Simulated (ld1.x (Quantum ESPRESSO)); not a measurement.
Reading a pseudo-wave (Er)

Columns: radius, all-electron u(r) and pseudo u(r) of the 4f shell (level -17.44 eV) of erbium in the configuration [Kr] 4d10 4f12 5s2 5p6 5d0 6s0 6p0; PBE, scalar-relativistic, RRKJ scheme, ld1.x (Quantum ESPRESSO) 7.5.

| r (bohr) | all-electron | pseudo |
| --- | --- | --- |
| 0.125 | 0.1806 | 0.0472 |
| 0.250 | 0.6805 | 0.4634 |
| 0.375 | 1.0199 | 1.0532 |
| 0.500 | 1.1197 | 1.2026 |
| 0.625 | 1.0766 | 1.0849 |
| 0.750 | 0.9757 | 0.9757 |
| 0.875 | 0.8610 | 0.8610 |
| 1.000 | 0.7512 | 0.7512 |
| 1.125 | 0.6526 | 0.6526 |
| 1.250 | 0.5666 | 0.5666 |
| 1.375 | 0.4924 | 0.4924 |
| 1.500 | 0.4286 | 0.4286 |
| 1.625 | 0.3739 | 0.3739 |
| 1.750 | 0.3269 | 0.3269 |
| 1.875 | 0.2865 | 0.2865 |
| 2.000 | 0.2516 | 0.2516 |
| 2.125 | 0.2214 | 0.2214 |
| 2.250 | 0.1952 | 0.1952 |
| 2.375 | 0.1725 | 0.1725 |
| 2.500 | 0.1526 | 0.1526 |
| 2.625 | 0.1353 | 0.1353 |
| 2.750 | 0.1201 | 0.1201 |
| 2.875 | 0.1067 | 0.1067 |
| 3.000 | 0.0949 | 0.0949 |
| 3.125 | 0.0844 | 0.0844 |
| 3.250 | 0.0751 | 0.0751 |

How many radial nodes do the two functions have?

The all-electron 4f function has n − l − 1 = 0; the pseudo-wave has 0.

At about which radius was the pseudo-wave matched?

0.70 bohr, where the columns begin to agree (steps of 0.12 bohr).

Is the pseudo-wave norm-conserving?

Yes: the RRKJ scheme keeps the norm inside the radius equal to the all-electron one, which fixes the energy derivative of the logarithmic derivative at the level.
